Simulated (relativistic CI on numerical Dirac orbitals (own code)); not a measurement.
**Radial parameters of Pr49+**

Calculated at this level of theory: Dirac-Coulomb-Breit CI, KLI orbitals optimised for each configuration, model QED (radiative potential, 1s self-energy scaled to tabulated hydrogen-like ionisation energies), unscaled Slater integrals (own radial code, finite nucleus).

Slater integrals F^k, G^k are unscaled and averaged over j, outside the closed core 1s2; ζ comes from projecting the Hamiltonian with its Breit term on Σ l·s of the shell.

- 2s²2p⁵3s: ζ(2p) = 2.664e+06, G^1(2p,3s) = 113150 cm⁻¹; <r>(2p) = 0.08765, <r^2>(2p) = 0.009344, <r>(3s) = 0.239, <r^2>(3s) = 0.06512 (bohr units).
- 2s²2p⁵3p: ζ(2p) = 2.6631e+06, F^2(2p,3p) = 297490, G^0(2p,3p) = 117970, G^2(2p,3p) = 130020, ζ(3p) = 717590 cm⁻¹; <r>(2p) = 0.08769, <r^2>(2p) = 0.009355, <r>(3p) = 0.2309, <r^2>(3p) = 0.0616 (bohr units).
- 2s²2p⁵3d: ζ(2p) = 2.6653e+06, F^2(2p,3d) = 393280, G^1(2p,3d) = 373980, G^3(2p,3d) = 216450, ζ(3d) = 101680 cm⁻¹; <r>(2p) = 0.0877, <r^2>(2p) = 0.009357, <r>(3d) = 0.2018, <r^2>(3d) = 0.0468 (bohr units).

Averages of the first 10 configurations, taken without configuration mixing, which lowers the lowest level and can move excited configurations by several eV; other configurations of the list can lie among them:

```json
{"Configuration": "2s²2p⁶", "Parity": "even", "States": "1", "Average energy above the lowest level (eV)": "0.1"}
{"Configuration": "2s²2p⁵3s", "Parity": "odd", "States": "12", "Average energy above the lowest level (eV)": "5283.2"}
{"Configuration": "2s²2p⁵3p", "Parity": "even", "States": "36", "Average energy above the lowest level (eV)": "5478.8"}
{"Configuration": "2s²2p⁵3d", "Parity": "odd", "States": "60", "Average energy above the lowest level (eV)": "5669.3"}
{"Configuration": "2s2p⁶3s", "Parity": "even", "States": "4", "Average energy above the lowest level (eV)": "5966.8"}
{"Configuration": "2s2p⁶3p", "Parity": "odd", "States": "12", "Average energy above the lowest level (eV)": "6158.5"}
{"Configuration": "2s2p⁶3d", "Parity": "even", "States": "20", "Average energy above the lowest level (eV)": "6348.8"}
{"Configuration": "2s²2p⁵4s", "Parity": "odd", "States": "12", "Average energy above the lowest level (eV)": "7217.1"}
{"Configuration": "2s²2p⁵4p", "Parity": "even", "States": "36", "Average energy above the lowest level (eV)": "7297.6"}
{"Configuration": "2s²2p⁵4d", "Parity": "odd", "States": "60", "Average energy above the lowest level (eV)": "7372.4"}
```
